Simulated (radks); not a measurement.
Results of a calculation; reference values are marked as such.
Question: Ionisation of Ag40+, [He] 2s2 2p3, to Ag41+, [He] 2s2 2p2, under several functionals. Dirac Kohn-Sham, spin-unpolarised, spherical densities, point nucleus; open shells fill j = l - 1/2 first; a radial shooting solver on a logarithmic mesh with Libxc functionals. Known Delta-SCF values: OLYP 6170.0 eV. What does RPBE give, and what is its highest occupied eigenvalue?

Answer: 6167.1 eV by Delta-SCF; the 2p3/2 eigenvalue is -6064.9 eV. NIST: 6170 eV (semi-empirical).

Beside tabulated values, note that spin-unpolarised runs miss the spin-polarisation part of the exchange energy of open shells.
